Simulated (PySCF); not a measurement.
CH₉ClOSi₃, SMILES C[SiH2]O[Si@@H](Cl)[SiH3].

The structure is a stationary point at PBE-D3(BJ)/def2-SVP. The structure was generated by enumeration; whether it is a known compound was not checked. The values are those of a single conformer.

Method: CAM-B3LYP/def2-TZVP run with PySCF.

The total energy comes out as -1447.64375 hartree, the highest occupied level is -9.24 eV and the lowest empty level comes out as 0.65 eV. The orbital gap comes out as 9.90 eV and the dipole moment comes out as 1.90 D. The quadrupole, principal values (traceless, Buckingham form, about the centre of nuclear charge) is -4.34, -1.57, 5.91 D·Å.
